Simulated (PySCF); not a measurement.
An unknown is described by computed data only.

Elements present: B, C, H and O. Monoisotopic mass: 128.1009 u.

* 13C NMR: chemical shifts (computed TMS as zero) by class: 73.9 (1 C), 64.4 (1 C), 45.1 (1 C), 38.1 (1 C), 23.5 (1 C), 16.9 (1 C) ppm [GIAO B3LYP/pcSseg-1]
* Rotational structure: rotational constants A, B, C: 4.321, 0.824, 0.726 GHz [PBE0-D3(BJ)/def2-SVP]
* Valence photoelectron: vertical ionisation energy: 10.41 eV [ΔSCF wB97X-D/def2-SVPD]
* NMR, other nuclei: isotropic shieldings of nuclei other than C and H, by class: 74 (1 B), 175 (1 O), 199 (1 O) ppm [GIAO B3LYP/pcSseg-1]
* XPS: B1s 196.8, C1s 290.5, C1s 290.6, C1s 290.6, C1s 291.0, C1s 292.2, C1s 292.4, O1s 538.2, O1s 538.4 eV [ΔSCF SCAN, pcX-2 on the ionised atom, pcseg-1 elsewhere, spin-free X2C]
* UV, first state: lowest singlet excitation: 8.01 eV (155 nm, f = 0.025) [TDDFT wB97X-D/def2-SVPD]
* Polarisability: 90.5 au [wB97X-D/def2-SVPD]
* Triplet: lowest triplet excitation (Tamm–Dancoff): 7.37 eV [TDA wB97X-D/def2-SVPD]

The electronic properties come from PySCF, for the isolated species, density fitting. Levels stand in brackets. The structure is a single PBE0-D3(BJ)/def2-SVP conformer in the gas phase; no vibrational or solvent corrections. NMR values are class means; diastereotopic atoms form classes of their own.

**Question.** Which formula fits the mass and the elements?

**Answer.** C6H13BO2 (calculated 128.1009). No other formula that holds each of these elements comes within 0.0003 u with a fitting electron parity and a possible valence count.

**Question.** Give a SMILES that accounts for the data.

**Answer.** Numbering: `[CH3:1][CH2:2][CH2:3][C@@H:4]1[CH2:5][CH2:6][O:7][BH:8][O:9]1`. 6 carbons fall into 6 classes; from least to most shielded: ring sp3 carbon bound to oxygen [C4] (73.9 ppm), ring sp3 carbon bound to oxygen [C6] (64.4 ppm), chain CH2 carbon [C3] (45.1 ppm), ring CH2 carbon [C5] (38.1 ppm), chain CH2 carbon [C2] (23.5 ppm), methyl carbon [C1] (16.9 ppm). The other shieldings belong to: 74 ppm, three-coordinate boron [B8]; 175 ppm, boron-bound oxygen [O9]; 199 ppm, boron-bound oxygen [O7]. The core levels belong to: B1s 196.8 eV, three-coordinate boron [B8]; C1s 290.5 eV, chain CH2 carbon [C2]; C1s 290.6 eV, methyl carbon [C1]; C1s 290.6 eV, chain CH2 carbon [C3]; C1s 291.0 eV, ring CH2 carbon [C5]; C1s 292.2 eV, sp3 carbon bound to oxygen [C4]; C1s 292.4 eV, sp3 carbon bound to oxygen [C6]; O1s 538.2 eV, boron-bound oxygen [O9]; O1s 538.4 eV, boron-bound oxygen [O7]. The first electron is taken from the HOMO, whose largest Löwdin shares are 0.29 on a boron-bound oxygen, 0.27 on a boron-bound oxygen, 0.09 on an sp3 carbon bound to oxygen and 0.08 on an sp3 carbon bound to oxygen. The optimised geometry has point group C1 and is an asymmetric top. Structure: `CCC[C@@H]1CCOBO1`. Computed isomers that give other values at the same levels: `C=CC(C)(C)OBOC` (core binding energies: B1s 196.7, C1s 290.1, C1s 290.4, C1s 290.5 (×2), C1s 292.3, C1s 292.4, O1s 537.9, O1s 538.3 eV); `CC/C=C/B(OC)OC` (13C chemical shifts (computed TMS as zero) by class: 168.3 (1 C), 124.3 (1 C), 53.0 (2 C), 36.0 (1 C), 16.4 (1 C) ppm); `CC/C=C\B(OC)OC` (13C chemical shifts (computed TMS as zero) by class: 170.1 (1 C), 123.8 (1 C), 52.8 (2 C), 30.2 (1 C), 16.5 (1 C) ppm). The assignments are read from this structure; whether some other isomer fits the data as well wasn't checked. The mirror image fits equally.
